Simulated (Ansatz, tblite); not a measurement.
Cost and result up the ladder for [CuMe2]- (C2H6Cu⁻) (9 atoms). Total charge -1; singlet. Geometry: PBE0-D4/def2-TZVPD.

```xyz
9

Cu   -0.0001    0.0000    0.0001
C     0.1283   -1.8491    0.6464
H    -0.8071   -2.1962    1.1153
H     0.9208   -1.9759    1.4022
H     0.3536   -2.5625   -0.1633
C    -0.1283    1.8491   -0.6464
H    -0.8614    1.9590   -1.4623
H     0.8313    2.2248   -1.0378
H    -0.4372    2.5507    0.1458
```

Ansatz on 4 threads of Arm Neoverse V2 on a shared host; xTB runs through tblite on one thread. Times are rough, summed over both states, and most runs start from the orbitals of an earlier one. PBE0-D4/def2-TZVPD serves as the yardstick here, not as an exact answer. The other state is a doublet.

The xTB rows come from tblite.

Run but left out: PBE-D4/def2-TZVPD (neutral doublet: an occupied level 0.31 eV above an empty one).

Raw xTB energies of ions are shifted by several eV.

| level | functions | vertical IE (eV) | difference from PBE0-D4/def2-TZVPD (eV) | remarks |
| --- | --- | --- | --- | --- |
| GFN2-xTB | 23 | 6.24 | 3.79 | – |
| r2SCAN-D4/def2-TZVPD | 176 | 2.50 | 0.05 | HOMO above zero (-1 singlet) |
| GFN1-xTB | 29 | 7.90 | 5.46 | – |
| PBE0-D4/def2-TZVPD | 176 | 2.45 | 0.00 | – |

**Question.** Estimate how long each takes.

**Answer.** GFN2-xTB 0.005 s; GFN1-xTB 0.006 s; PBE0-D4/def2-TZVPD 7.9 s; r2SCAN-D4/def2-TZVPD 9.9 s. On shared hardware such times vary by a factor of up to 3.
